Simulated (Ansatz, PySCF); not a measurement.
This triplet is an excited state, 2.30 eV above the relaxed singlet at the level frozen-core CCSD(T)/cc-pVTZ // PBE0-D4/def2-SVP (Ansatz, an electronic-structure program).

Cartesian coordinates (Å):
```xyz
6

N     -0.8454     0.1168    -0.0508
C      0.3323    -0.5906     0.0419
O      1.5485    -0.1048    -0.2391
H     -1.4673     0.0163     0.7472
H     -1.3725     0.0001    -0.9188
H      1.8044     0.5622     0.4197
```
Charge 0, spin multiplicity 3.

Question: Predict the dipole moment, highest occupied spin orbital and total energy from PBE-D3(BJ)/def2-TZVP // PBE0-D4/def2-SVP in PySCF.

Answer: 
| Item | Result |
|---|---|
| dipole moment | 2.11 D |
| highest occupied spin orbital | -3.62 eV |
| total energy | -169.6289 Ha |
